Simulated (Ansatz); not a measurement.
CH4ClFO2Si can be A, `OC(F)(Cl)O[SiH3]`, or B, `CO[Si](O)(F)Cl`.

Calculated with Ansatz (gas phase, PBE0-D4/def2-TZVP geometries, no zero-point term in ΔE). CCSD(T)/CBS is the MP2 limit (def2-TZVPP, def2-QZVPP) plus CCSD(T) − MP2 in def2-TZVPP, frozen cores. DFT in def2-TZVPP. One conformer a species, not always the lowest.

Question: Which isomer does CCSD(T)/CBS put lower? Give the gap. (An estimate is asked.)

Answer: The calculation gave: B, by 517.4 kJ/mol.

Question: Give E(B) − E(A) in kJ/mol with ωB97M-V, r2SCAN-D4, B2PLYP, PBE0-D4, PBE-D4, MP2/def2-TZVPP, CCSD(T)/def2-TZVPP. (An estimate is asked.)

Answer: Ansatz gave: ωB97M-V -499.4, r2SCAN-D4 -498.3, B2PLYP -511.5, PBE0-D4 -488.9, PBE-D4 -471.6, MP2/def2-TZVPP -523.2, CCSD(T)/def2-TZVPP -505.8. None reverses the order clearly.

Question: Does the order hold for the free energy at 298.15 K (harmonic terms from PBE0-D4)? (Estimate.)

Answer: Computed: Yes: G(B) − G(A) = -500.5 kJ/mol, for one conformer each. Modes under 60 cm⁻¹, often nearly free rotors, make the harmonic entropy too high.

Largest T1 diagnostic: 0.012.

At CCSD(T), def2-SVP lies +84.7 kJ/mol from the extrapolated value and def2-TZVPP +11.7 kJ/mol. From r2SCAN to r2SCAN0 (25 % exact exchange), in def2-TZVPP and without D4, E(B) − E(A) moves by −10.1 kJ/mol.
